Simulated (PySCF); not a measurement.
Gas-phase reaction: 2 InCl + H₂O + 2 ClO = 2 InHCl₂ + 3 O, at 1600 K and a standard pressure of 1 bar. Level: ωB97X-V/def2-TZVP†.

Energies from PySCF, thermal terms from the rigid-rotor harmonic-oscillator model, ideal gas at 1 bar. † marks an energy on the PBE0/def2-TZVP geometry and frequencies. Open shells (unrestricted): ClO (multiplicity 2, electronic degeneracy 4), O (multiplicity 3, electronic degeneracy 9); the rest are closed-shell singlets. Spin-orbit splitting is ignored; it lowers the true energy and changes the entropy of ClO, O. In: scalar-relativistic def2 core potential, no spin-orbit coupling. InHCl₂: computed as isolated molecules; such fragments, hydroxides, amides, oligomers or adducts are transient or little studied in the gas. The harmonic model lacks anharmonicity and excited electronic states, which grow with temperature; levels with a mode under 35 cm⁻¹ are left out. Soft modes under 120 cm⁻¹ make the harmonic entropy rough for InHCl₂.

```tsv
species	E (Ha)	H(1600 K) − E (kJ/mol)	S°(1600 K) (J/mol/K)
InCl	-650.33567	60.0	310.4
H₂O	-76.43104	118.4	252.7
ClO	-535.25375	60.6	285.3
InHCl₂	-1111.10198	136.7	439.4
O	-75.06844	33.3	196.6
```
E: electronic energy; H − E holds the zero-point and thermal terms. 1 Ha = 2625.5 kJ/mol.

Work out ΔH°, ΔS°, ΔG° and log10 K from these numbers.

1. ΔE = 2×(-1111.10198) + 3×(-75.06844) − 2×(-650.33567) − 1×(-76.43104) − 2×(-535.25375) = 0.20060 Ha = 526.7 kJ.
2. Δ(H − E) = 2×(136.7) + 3×(33.3) − 2×(60.0) − 1×(118.4) − 2×(60.6) = 13.7 kJ, so ΔH° = 540.4 kJ.
3. ΔS° = 2×(439.4) + 3×(196.6) − 2×(310.4) − 1×(252.7) − 2×(285.3) = 24.5 J/K; the number of gas molecules stays the same.
4. ΔG° = ΔH° − TΔS° = 540.4 − 1600×(24.5)/1000 = 501.2 kJ.
5. log10 K = −ΔG°/(RT ln 10) = -16.36, with RT ln 10 = 30.63 kJ/mol; at standard pressures the reactants are favoured.
6. A shift of 10 kJ in ΔE would move log10 K by 0.33 here.
For scale, ΔH°(298 K) is 501 kJ at this level, 513 kJ at ωB97M-V/def2-TZVP†, and runs from 472 to 1583 kJ over the 13 levels computed.
